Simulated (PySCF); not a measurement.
**State search for IBr⁺**

Unrestricted PBE0; basis I def2-SVP with ECP28, Br def2-SVP; scalar-relativistic core potentials; PySCF 2.14. Outer shells of the fragments: I+ 4d10 5s2 5p4; Br 3d10 4s2 4p5.

Followed along the bond (rough minima from three points):

| 2Ms+1 | unpaired | ⟨S²⟩ at the start | R at minimum (Å) | Te (eV) |
| --- | --- | --- | --- | --- |
| 2 | π ↑ | 0.75 | 2.41 | 0.00 |
| 4 | σ ↑, π ↑↑ | 3.75 | none in the scan | ≤ 1.32 |

Solutions found at the starting distance of 2.525 Å, counted from the lowest of them; the search is not exhaustive and high or unbound solutions are not listed, so other states can lie among these:

```csv
2Ms+1,unpaired,term,E (eV),⟨S²⟩,⟨Lz²⟩,μ (D)
2,π ↑,²Π,0.00,0.75,1.00,-0.89
4,"σ ↑, π ↑↑",⁴Σ⁻,1.39,3.75,0.00,-0.76
2,"σ ↑, π ↑↓",mixed,1.87,1.76,2.01,-0.65
2,"σ ↓, π ↑↑",mixed,1.88,1.76,0.00,-0.70
2,σ ↑,mixed,2.63,0.75,2.00,-0.50
4,"σ ↑, π ↑↑",mixed,2.75,3.75,2.01,0.59
```

A term symbol is given only where ⟨S²⟩ and ⟨Lz²⟩ are close to those of a pure state; real π, δ and φ orbitals otherwise mix terms. A positive dipole points towards Br; it is taken about the centre of mass and depends on that origin.

Spin–orbit coupling is left out. Counting both spins, an empty level lies below a filled one in some of these solutions, because spin and occupation are held.
